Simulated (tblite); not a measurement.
Compound: C6H11BSi.
Bonds: B1–C2, C2–C3, C3–Si4, C2–C5, C5–C6 (double), C6–C7, C7–C8 (double), C2–C8. Hydrogens: H9, H10 on B1; H11, H12 on C3; H13, H14, H15 on Si4; H16 on C5; H17 on C6; H18 on C7; H19 on C8.

Computed with GFN2-xTB (tblite), gas phase: L-BFGS steps from a force-field or distance-geometry start until the largest atomic force falls under 0.01 eV/Å.

The end geometry, which sets the zero of energy:
```
atom  x, y, z in Å
B1     -0.9174   -1.7489   -0.9972
C2     -0.4318   -0.4444   -0.2581
C3      1.0713   -0.7996   -0.4196
Si4     2.1867    0.5444    0.3526
C5     -0.8201    0.8542   -0.8715
C6     -1.4635    1.6070    0.0343
C7     -1.4937    0.9044    1.2950
C8     -0.8694   -0.2752    1.1537
H9     -1.0809   -2.7329   -0.3885
H10    -1.0390   -1.7453   -2.1593
H11     1.2801   -1.7583    0.0577
H12     1.3166   -0.9059   -1.4775
H13     3.5699    0.1009    0.1450
H14     1.9683    1.8187   -0.3269
H15     1.9111    0.6538    1.7828
H16    -0.6310    1.0931   -1.9023
H17    -1.8939    2.5808   -0.1219
H18    -1.9497    1.2923    2.1892
H19    -0.7233   -1.0301    1.9050
```

Question: These geometries come from the run, each turned onto the end geometry. Order them by energy, lowest first.
A.
```
atom  x, y, z in Å
B1     -0.9489   -1.7463   -0.9962
C2     -0.4146   -0.4538   -0.2626
C3      1.0879   -0.8065   -0.4237
Si4     2.1668    0.5575    0.3603
C5     -0.7986    0.8487   -0.8741
C6     -1.4447    1.6006    0.0306
C7     -1.4750    0.8974    1.2917
C8     -0.8468   -0.2803    1.1517
H9     -1.1300   -2.7316   -0.3935
H10    -1.0927   -1.7476   -2.1567
H11     1.2982   -1.7660    0.0502
H12     1.3334   -0.9157   -1.4807
H13     3.5620    0.1483    0.1723
H14     1.9206    1.8249   -0.3234
H15     1.8624    0.6599    1.7848
H16    -0.6021    1.0888   -1.9038
H17    -1.8685    2.5777   -0.1264
H18    -1.9245    1.2871    2.1887
H19    -0.6946   -1.0341    1.9033
```
B.
```
atom  x, y, z in Å
B1     -0.9686   -1.7484   -0.9977
C2     -0.4128   -0.4653   -0.2700
C3      1.0925   -0.8066   -0.4234
Si4     2.1621    0.5669    0.3646
C5     -0.7925    0.8376   -0.8792
C6     -1.4334    1.5921    0.0258
C7     -1.4635    0.8891    1.2864
C8     -0.8415   -0.2911    1.1446
H9     -1.1624   -2.7230   -0.3840
H10    -1.1264   -1.7342   -2.1547
H11     1.3068   -1.7646    0.0547
H12     1.3435   -0.9100   -1.4810
H13     3.5586    0.1544    0.1756
H14     1.9137    1.8438   -0.3055
H15     1.8547    0.6852    1.7914
H16    -0.5902    1.0808   -1.9051
H17    -1.8565    2.5677   -0.1343
H18    -1.9102    1.2752    2.1854
H19    -0.6837   -1.0405    1.8986
```
C.
```
atom  x, y, z in Å
B1     -1.1909   -1.7167   -0.9869
C2     -0.3970   -0.5102   -0.3078
C3      1.1412   -0.7615   -0.3932
Si4     2.2050    0.5942    0.3705
C5     -0.8105    0.7913   -0.8982
C6     -1.4062    1.5555   -0.0023
C7     -1.4313    0.8525    1.2646
C8     -0.8523   -0.3299    1.1216
H9     -1.2677   -2.7491   -0.4138
H10    -1.2343   -1.7709   -2.1618
H11     1.3881   -1.7178    0.1027
H12     1.4255   -0.8446   -1.4629
H13     3.6178    0.2325    0.2254
H14     1.9505    1.8716   -0.2883
H15     1.8920    0.7122    1.8135
H16    -0.6539    1.0867   -1.9239
H17    -1.7902    2.5516   -0.1792
H18    -1.8502    1.2185    2.1935
H19    -0.7454   -1.0568    1.9192
```
D.
```
atom  x, y, z in Å
B1     -1.0153   -1.7506   -0.9999
C2     -0.4067   -0.4808   -0.2796
C3      1.1040   -0.7877   -0.4128
Si4     2.1646    0.5830    0.3737
C5     -0.7895    0.8222   -0.8942
C6     -1.4168    1.5791    0.0180
C7     -1.4483    0.8767    1.2809
C8     -0.8390   -0.3101    1.1387
H9     -1.2211   -2.7222   -0.3797
H10    -1.1863   -1.7289   -2.1577
H11     1.3277   -1.7432    0.0593
H12     1.3641   -0.8948   -1.4643
H13     3.5636    0.1889    0.1953
H14     1.9320    1.8610   -0.2917
H15     1.8727    0.7053    1.8001
H16    -0.5955    1.0551   -1.9259
H17    -1.8383    2.5562   -0.1327
H18    -1.8936    1.2708    2.1787
H19    -0.6882   -1.0710    1.8864
```
E.
```
atom  x, y, z in Å
B1     -1.0572   -1.7665   -1.0090
C2     -0.4105   -0.5106   -0.2906
C3      1.1180   -0.7704   -0.4038
Si4     2.1921    0.6080    0.3921
C5     -0.7957    0.8058   -0.8991
C6     -1.4088    1.5660    0.0139
C7     -1.4403    0.8628    1.2743
C8     -0.8428   -0.3253    1.1272
H9     -1.2999   -2.7306   -0.4004
H10    -1.2667   -1.7497   -2.1576
H11     1.3696   -1.7145    0.0761
H12     1.4075   -0.8675   -1.4494
H13     3.6075    0.2293    0.2215
H14     1.9533    1.8764   -0.2921
H15     1.8962    0.7120    1.8096
H16    -0.6364    1.0602   -1.9382
H17    -1.8046    2.5535   -0.1611
H18    -1.8631    1.2409    2.1876
H19    -0.7277   -1.0706    1.8914
```

Answer: A (0.004 eV), B (0.007 eV), D (0.015 eV), E (0.044 eV), C (0.253 eV).

In the order of the answer:

| step | E above end (eV) | largest force (eV/Å) | rms force component (eV/Å) | rms distance from end (Å) | rms bond change (Å) | bond most changed (Å) |
| --- | --- | --- | --- | --- | --- | --- |
| 27 | 0.004 | 0.07 | 0.019 | 0.033 | 0.001 | B1–C2 +0.003 |
| 23 | 0.007 | 0.08 | 0.022 | 0.049 | 0.001 | Si4–H15 +0.004 |
| 17 | 0.015 | 0.12 | 0.041 | 0.075 | 0.003 | C3–Si4 -0.006 |
| 4 | 0.044 | 0.30 | 0.103 | 0.110 | 0.006 | C2–C5 +0.013 |
| 0 | 0.253 | 1.56 | 0.434 | 0.124 | 0.014 | C3–Si4 -0.025 |

The cost below is that of the whole relaxation. On one thread of an AMD EPYC, no GPU, shared host with 64 logical CPUs at a one-minute load of 60, this took 1.3 s wall.
